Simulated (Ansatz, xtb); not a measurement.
# AlBrFGeH+: where a starting geometry ends

The starting geometry of this gas-phase doublet has its atoms placed at random.

```xyz
5

Al    1.9689    0.1828    0.1717
Br   -1.1764   -0.2641   -0.5926
F     0.4677    0.2529    0.8070
Ge    0.9688    1.1781   -1.3735
H     0.1752   -1.0679   -0.7995
```

Q: One run relaxed it with r2SCAN-D4/def2-SVP. What is a likely outcome?

A: It ends as a structure with Br2 bridging Ge4 and H5, given below by its coordinates. Distances that change by over a tenth: Al1–Ge4 (2.09 → 2.57 Å).

The energy falls by 3.99 eV over 19 steps:

```json
{"step": "1", "E − E(last) (eV)": "3.993"}
{"step": "3", "E − E(last) (eV)": "1.076"}
{"step": "5", "E − E(last) (eV)": "0.709"}
{"step": "7", "E − E(last) (eV)": "0.309"}
{"step": "9", "E − E(last) (eV)": "0.131"}
{"step": "11", "E − E(last) (eV)": "0.053"}
{"step": "13", "E − E(last) (eV)": "0.012"}
{"step": "15", "E − E(last) (eV)": "0.001"}
{"step": "17", "E − E(last) (eV)": "0.000"}
{"step": "19", "E − E(last) (eV)": "0.000"}
```

Final geometry (Å):

```yaml
atoms:
  - { symbol: Al, position_ang: [1.7124, 0.6573, 0.6985] }
  - { symbol: Br, position_ang: [-1.3267, -0.3059, -1.1030] }
  - { symbol: F, position_ang: [2.1281, 0.4379, 2.2703] }
  - { symbol: Ge, position_ang: [0.9971, 0.9695, -1.7464] }
  - { symbol: H, position_ang: [-1.1067, -1.4769, -1.9065] }
```

From the same start GFN2-xTB reaches the same bonding as this run.

From so rough a start the end depends on the optimiser's path, so another program may land elsewhere. The end wasn't checked by frequencies. Open shells are spin-unrestricted. Run with Ansatz 0.2.0, 2 min on 2 threads of Intel(R) Xeon(R) Platinum 8375C CPU @ 2.90GHz (Ice Lake) (shared host).
